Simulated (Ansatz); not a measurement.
Several settings on one geometry of the cluster Mo₃⁺ (that of the charge 1 doublet, B3LYP-D4/def2-TZVP). Ansatz on 4 threads of Arm Neoverse V1 on a shared host; times are rough.

Cartesian coordinates in Å:
```
Mo 0.248 -1.177 -0.525
Mo 0.957 0.808 0.155
Mo -1.204 0.369 0.370
```

Totals from different functionals, basis sets or treatments of relativity can't be compared as stabilities.

In the def2 sets Mo takes a core potential; there is no spin–orbit coupling.

The spins typed aren't always the lowest for that charge.

(1) Give the basis size and estimate the energy, ⟨S²⟩ and time of these runs.

```tsv
run	method	charge	state	further keys
1	ROKS rPW86-PBE-D4/def2-mTZVP	1	doublet	scf: {lower_state_search: light}; forces asked
2	UKS PBEsol-D3(BJ)/def2-SVPD	1	quartet	scf: {omitted_lower_state_checks: [starts]}; forces asked
3	UKS PBE0/def2-mTZVP	1	doublet	scf: {omitted_lower_state_checks: [starts]}
4	RKS BHLYP/def2-SVPD	0	singlet	scf: {omitted_lower_state_checks: [starts]}; forces asked
```

## Answers

(1) 
```tsv
run	functions	energy (Eh)	⟨S²⟩	wall time
1	99	-204.6889	–	50 s
2	102	-203.9620	3.75	4.7 s
3	99	-204.1871	1.62	6 s
4	102	-203.9193	–	5.5 s
```

At UKS PBE0/def2-mTZVP the charge 1 doublet is spin-contaminated (final ⟨S²⟩ up to 1.62, 0.75 for a pure state). A triplet lies near this restricted singlet, and broken spin symmetry wasn't tried.
